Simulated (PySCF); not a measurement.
## Electronic absorption of C5H4FP3

C5H4FP3.
Numbering: `[CH2:1]=[CH:2][c:3]1[p:4][cH:5][p:6][c:7]([F:8])[p:9]1` (hydrogens: H10, H11 on C1; H12 on C2; H13 on C5)

The calculation used TDDFT CAM-B3LYP/def2-SVPD, vertical, gas phase, core orbitals frozen in the response (PySCF). Geometry: GFN2-xTB, one conformer, isolated molecule. Torsions of this conformer, `[CH2:1]=[CH:2][c:3]1[p:4][cH:5][p:6][c:7]([F:8])[p:9]1`: C1–C2–C3–P4 180°.

```csv
state,E (eV),E (kJ/mol),λ (nm),f,symmetry,"main configurations (H = HOMO, L = LUMO)"
S1,3.32,321,373.0,0.055,A′,"H→L (49%), H→L+1 (27%), H-1→L (17%)"
S2,3.74,361,331.1,0.135,A′,"H→L (41%), H-1→L (34%), H→L+1 (21%)"
S3,3.76,363,329.9,0.0022,A″,H-2→L (95%)
S4,3.98,384,311.8,0.016,A″,H-3→L (86%)
S5,4.19,404,295.8,0.0059,A″,H-2→L+1 (91%)
S6,4.36,421,284.4,0.176,A′,"H→L+1 (49%), H-1→L (42%)"
S7,4.38,422,283.3,0.0018,–,H-3→L+1 (96%)
S8,4.70,453,263.8,0.298,A′,H-1→L+1 (85%)
```

Triplets, Tamm–Dancoff:

```json
{"state": "T1", "E (eV)": "2.09", "λ (nm)": "593.5", "main configurations (H = HOMO, L = LUMO)": "H→L (75%)"}
{"state": "T2", "E (eV)": "2.78", "λ (nm)": "445.9", "main configurations (H = HOMO, L = LUMO)": "H-1→L+1 (37%), H-1→L (22%), H→L (20%)"}
{"state": "T3", "E (eV)": "2.94", "λ (nm)": "421.7", "main configurations (H = HOMO, L = LUMO)": "H-1→L (51%), H→L+1 (46%)"}
```

The lowest singlet lies at 3.32 eV (373 nm, ultraviolet) and is of moderate strength; its leading configuration is HOMO→LUMO (49%). The strongest level in the table is S8 at 4.70 eV (264 nm, f = 0.298). It is the last of those listed, so stronger ones may follow. Löwdin shares by element: HOMO carbon 49% or more, phosphorus 14% or more (atoms not listed hold the other 37%); LUMO phosphorus 36% or more, carbon 29% or more (atoms not listed hold the other 34%). Orbital energies (eV): HOMO-3 -9.22, HOMO-2 -9.03, HOMO-1 -8.70, HOMO -8.02, LUMO -2.06, LUMO+1 -1.52, LUMO+2 0.87. The oscillator strengths of these states sum to 0.690; summed over the whole spectrum of an exact calculation they would give the number of electrons, 88 (Thomas–Reiche–Kuhn). Weighted by f, the mean energy of these states is 4.29 eV. No computed singlet lies in the visible range (380 to 750 nm); the lowest, at 373 nm, stands 0.06 eV above its violet end (3.26 eV); a Tamm–Dancoff triplet lies at 594 nm, without intensity as long as spin–orbit coupling is left out. Symmetry labels in Cs follow from the direction of the transition dipole and are given only for states with f of 0.002 or more. Singlets were solved by full linear response, triplets in the Tamm–Dancoff approximation.
